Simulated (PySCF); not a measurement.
**Checking a proposed structure**

A compound C$_{6}$H$_{13}$ClOSi gives the data below (simulated from a calculation) and was assigned the structure `CC(C)O[SiH2]C/C=C/Cl`.

13C{1H} NMR (computed): δ 147.8 (C), 139.1 (CH2), 77.5 (CH), 59.8 (CH3), 26.6 (CH3), 14.0 (CH3).

1H NMR (500 MHz, computed): δ 6.31 (m, 1H), 6.20 (m, 1H), 4.97 (d, 1H), 3.57 (s, 3H), 3.27 (m, 1H), 2.01 (s, 3H), 1.31 (d, 3H).

PySCF 2.14.0 with density-fitted response routines calculation with structure optimised with GFN2-xTB and shieldings: GIAO PBE0/pcSseg-1; rapidly exchanging positions averaged, single conformer, non-relativistic Hamiltonian, no solvent.

Shifts are taken against calculated references (same method and geometry level): 1H (31.72 ppm) and 13C (186.93 ppm) vs TMS.

Q: Compare with the shifts computed for the proposed structure, pairing carbons in order of shift.

A: Mapped SMILES: `[CH3:1][CH:2]([CH3:3])[O:4][SiH2:5][CH2:6]/[CH:7]=[CH:8]/[Cl:9]` (H(Xn): hydrogen on atom n).

```
atom  computed for proposal  given list  difference
  C7                  134.9       147.8       -12.9
  C8                  128.3       139.1       -10.8
  C2                   70.2        77.5        -7.3
  C1                   26.7        59.8       -33.1
  C3                   26.7        26.6        +0.1
  C6                   23.3        14.0        +9.3
```

The rms difference is 15.9 ppm and the largest -33.1 ppm at C1 (methyl carbon). The proposal also would give 5 carbon signals, not 6. The carbon types in order of shift don't match either: CH, CH, CH, CH3, CH3, CH2 for the proposal against C, CH2, CH, CH3, CH3, CH3 in the data. The proposal doesn't fit.

Q: Which isomer fits?

A: SMILES C=C(C)[Si@@H](Cl)[C@H](C)OC.

1. Carbon types of the structure: 1 × C, 1 × CH, 1 × CH2, 3 × CH3, leaving 1 H on heteroatoms.
2. δC 147.8: fully substituted alkene carbon; an sp2 carbon of a C=C bond.
3. δC 139.1: terminal =CH2 carbon; an sp2 carbon of a C=C bond.
4. δC 77.5: sp3 CH bonded to O and Si; pulled downfield by the heteroatom.
5. δC 26.6: allylic methyl carbon; saturated and bonded to C and H only.

The data come from this structure; uniqueness wasn't tested.

Shifts are as computed. Against solution values, carbons near 30 ppm lie about +3 ppm off and those near 130 ppm about +5 ppm. Of 1211 compounds with measured shifts, 218 miss one by over three times the rms of a fit or turn the order of signals round; such compounds aren't used in these exercises. No couplings were computed; multiplicities are counted from neighbouring protons, with m where these are inequivalent, close in shift, in a saturated or five-membered ring or joined by F or P, and br s for small geminal =CH2 splittings.
